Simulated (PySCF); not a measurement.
Precursor series Zn F-CH3. Isolated molecules, 0 K electronic values unless said otherwise. One relaxed conformer stands for each flexible species; it need not be the lowest.

The charge on the central atom (Mulliken) from two functionals at the same geometries (PBE-D3(BJ)/def2-SVP), both in PySCF: PBE-D3(BJ)/def2-TZVP and TPSSh-D3(BJ)/def2-TZVP. 

```csv
species,PBE-D3(BJ)/def2-TZVP (e)
0 of 2 F replaced by CH3 ([Zn(F)2]),0.83
1 of 2 F replaced by CH3 ([Zn(F)(CH3)]),0.50
2 of 2 F replaced by CH3 ([Zn(CH3)2]),0.31
```

Problem. What does TPSSh-D3(BJ)/def2-TZVP give for each?

Solution. 
- 0 of 2 F replaced by CH3 ([Zn(F)2]): 0.93
- 1 of 2 F replaced by CH3 ([Zn(F)(CH3)]): 0.57
- 2 of 2 F replaced by CH3 ([Zn(CH3)2]): 0.36
Over these rows, drawn at random from the members with no instability flagged (it was tested for open shells, ions and some series alone), PBE minus TPSSh-D3(BJ): mean -0.07 e, from -0.09 e to -0.05 e.
